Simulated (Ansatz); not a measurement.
Relaxation of ClF$_{2}$H$_{4}$NZn (9 atoms, charge 0, multiplicity 1), to a largest force component of 0.03 eV/Å in at most 50 steps.

All numbers below come from RKS B3LYP/def2-SVP (Ansatz).

```xyz
9
Properties=species:S:1:pos:R:3
Zn -1.025 -0.817 -1.690
F 0.176 0.426 -2.121
Cl -2.513 -2.318 -1.724
H 0.603 0.469 1.164
N -0.034 -0.314 1.321
H 1.325 1.642 -0.747
F 1.684 1.976 0.026
H -0.724 -0.008 2.008
H 0.508 -1.057 1.762
```

**Question.** Where does it end, and by what steps?

**Answer.** It converged. After 8 steps the energy has fallen by 1.248 eV; Zn1 moved furthest, 0.82 Å. Joined: Zn1–N5 (3.21 → 2.08 Å).

| step | energy less start (eV) | largest force component (eV/Å) | accepted |
| --- | --- | --- | --- |
| 0 | 0.0000 | 1.144 | yes |
| 1 | -0.3369 | 0.785 | yes |
| 2 | -0.6655 | 0.999 | yes |
| 3 | -0.9950 | 1.001 | yes |
| 4 | -1.1990 | 0.381 | yes |
| 5 | -1.2204 | 0.802 | yes |
| 6 | -1.2464 | 0.149 | yes |
| 7 | -1.2480 | 0.040 | yes |
| 8 | -1.2483 | 0.009 | yes |

```xyz
9
Properties=species:S:1:pos:R:3
Zn -0.737 -0.639 -0.941
F 0.312 0.625 -1.792
Cl -2.218 -2.102 -1.449
H 0.581 0.488 0.909
N -0.088 -0.303 1.006
H 1.085 1.359 -0.829
F 1.486 1.692 0.003
H -0.824 -0.029 1.660
H 0.404 -1.091 1.433
```

Whether the end is a true minimum wasn't checked by a vibrational analysis.

Time of the run: 41 s on 2 threads of Arm Neoverse V1, with other jobs on the host, peak memory 0.26 GiB.
